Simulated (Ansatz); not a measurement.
Geometry optimisation, RKS PBE0/def2-SVP in Ansatz.

Input:

```yaml
crystal:
  periodic: [false, false, false]
  atoms:
    - { symbol: O, position_ang: [0.2719, 1.2066, 0.1865] }
    - { symbol: C, position_ang: [-0.0651, -0.0704, 0.5412] }
    - { symbol: Cl, position_ang: [1.3966, -0.8468, 1.1021] }
    - { symbol: Te, position_ang: [-0.7429, -1.1452, -1.1515] }
    - { symbol: H, position_ang: [-0.6478, 1.6655, -0.053] }
    - { symbol: H, position_ang: [-0.8118, -0.0706, 1.3616] }
    - { symbol: H, position_ang: [0.6603, -0.807, -2.0327] }
basis:
  gaussian: { orbitals: def2-SVP }
hamiltonian:
  xc: pbe0
relax:
  f_tol: 0.015
  max_steps: 40
```

Command:

```bash
$ ansatz run input.yaml --threads 1 --pin off --max-ram 2048MiB --backend cpu --events-out ev --progress --plain --runs-dir out
```

Problem. Where does it end, and by what steps?

Solution. It converged. After 9 steps the energy has fallen by 0.362 eV; H5 moved furthest, 0.22 Å.

```csv
step,energy less start (eV),largest force component (eV/Å),accepted
0,0.0000,3.048,yes
1,-0.1838,1.579,yes
2,-0.3171,1.493,yes
3,-0.3284,1.310,yes
4,-0.2429,0.944,no
5,-0.3577,0.171,yes
6,-0.3592,0.171,yes
7,-0.3618,0.017,yes
8,-0.3618,0.021,yes
9,-0.3619,0.012,yes
```

```xyz
7
Properties=species:S:1:pos:R:3
O 0.207 1.278 0.322
C -0.039 -0.046 0.568
Cl 1.456 -0.773 1.184
Te -0.826 -1.115 -1.204
H -0.513 1.620 -0.222
H -0.807 -0.223 1.341
H 0.582 -0.810 -2.035
```

Whether the end is a true minimum wasn't checked by a vibrational analysis.

The run took 55 s on 1 thread of Intel(R) Xeon(R) Processor @ 2.70GHz, on a shared host, peak memory 0.2 GiB.
